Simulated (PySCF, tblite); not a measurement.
Q: Give a GFN2-xTB geometry of `C[C@@H](C(=O)O)S(=O)(=O)CC`.

A: 
```
atom  x, y, z in Å
C1    -2.7086   -0.5880   -0.5356
C2    -1.4338   -0.2262    0.1943
S3    -0.2653    0.4009   -1.0579
O4    -0.1138   -0.5798   -2.0950
O5    -0.6748    1.7225   -1.4455
C6     1.3851    0.5681   -0.2097
C7     1.1971    1.3636    1.0636
C8     1.7976   -0.8545   -0.0181
O9     1.3033   -1.5961    0.7938
O10    2.7329   -1.2350   -0.8797
H11   -3.1048    0.2924   -1.0364
H12   -2.4986   -1.3450   -1.2870
H13   -3.4548   -0.9699    0.1580
H14   -1.5853    0.5800    0.9044
H15   -0.9632   -1.0839    0.6642
H16    2.0225    1.0639   -0.9396
H17    0.7599    0.7360    1.8373
H18    2.1521    1.7408    1.4248
H19    0.5428    2.2091    0.8617
H20    2.9046   -2.1884   -0.8103
```

Orientation and origin are arbitrary. Atoms count from 1 in this order. Of the pairs four or more bonds apart, O9···H15 is among the closest relative to their van der Waals radii: 2.33 Å, 86 % of the sum of Bondi's values. The 2 C–O bonds span 1.206 Å (C8=O9, drawn double) to 1.327 Å (C8–O10, drawn single), a spread of 0.121 Å. S3 (sulfonyl sulfur) is distorted tetrahedral (angles from 106.6° to 117.6°). The C–S distances run from 1.824 Å (C2–S3, drawn single) to 1.863 Å (S3–C6, drawn single), a spread of 0.039 Å.

Bonds between heavy atoms (Å): C1–C2 1.513, C2–S3 1.824, S3=O4 1.435, S3=O5 1.437, S3–C6 1.863, C6–C7 1.513, C6–C8 1.494, C8=O9 1.206, C8–O10 1.327.

Computed geometry: GFN2-xTB, gas phase.

Point group: C1 (no symmetry element, even within 0.4 Å). Its GFN2-xTB frequencies are all real (lowest 53 cm⁻¹). One conformer, not necessarily the lowest (C1–C2–S3–O4 -55°, C2–S3–C6–C7 -51°, S3–C6–C8–O9 -73°, C6–C8–O10–H -173°).
